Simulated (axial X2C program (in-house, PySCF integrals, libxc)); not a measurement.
## Spin–orbit effects down a group: molecules with Li (ions), HF

Calculated with an axial X2C code built on PySCF integrals, spin-free (one-electron X2C) or two-component (2c: spin–orbit coupling with atomic mean-field Coulomb and Gaunt terms, which also bring small scalar terms), in Dyall basis sets with cores contracted in-house; open shells are unrestricted.

Basis sets: Al dyall-v3z, B dyall-v3z, Ga dyall-cv3z, In dyall-cv3z, Li dyall-cv3z, Tl dyall-cv3z.

```
molecule   spin-free state  Re (Å)  ωe (cm⁻¹)  De (eV)  2c state  Re 2c (Å)  ωe 2c (cm⁻¹)  De 2c (eV)
    LiB⁺  M_S = 1/2, Λ = 0   2.460      353.5     0.86   Ω = 1/2      2.460         353.5        0.86
   LiAl⁺  M_S = 1/2, Λ = 0   3.066      230.1     1.22   Ω = 1/2      3.066         230.1        1.22
   LiGa⁺  M_S = 1/2, Λ = 0   3.085      203.2     1.21   Ω = 1/2      3.084         203.1         n/a
   LiIn⁺  M_S = 1/2, Λ = 0   3.251      189.1     1.17   Ω = 1/2      3.241         189.7        1.13
   LiTl⁺  M_S = 1/2, Λ = 0   3.369      169.6     1.00   Ω = 1/2      3.216         176.2        0.85
```

Q: Work out the shifts from the spin-free to the two-component result.

A: 

```tsv
molecule	2c state	ΔRe (Å)	Δωe (cm⁻¹)	ΔDe (eV)
LiB⁺	Ω = 1/2	0.000	0.0	0.00
LiAl⁺	Ω = 1/2	0.000	0.0	0.00
LiGa⁺	Ω = 1/2	-0.001	-0.1	n/a
LiIn⁺	Ω = 1/2	-0.010	0.6	n/a
LiTl⁺	Ω = 1/2	-0.153	6.6	n/a
```

Shifts of one unit in the last digit are rounding.

Fragments in 2c: B + Li+, Al + Li+, Ga + Li+, In + Li+, Tl + Li+. Each entry is the lowest single determinant of a limited PBE0 search at one distance. De goes to single-determinant-based atoms at the same level (for ions the charge split of lowest energy) and is withheld (n/a) where an atom does not fit its ground term or J level. Main or longest-lived isotopes. Some light 2c atoms are not at their ground J level, so De misses part of their lowering (0.04 eV or less).
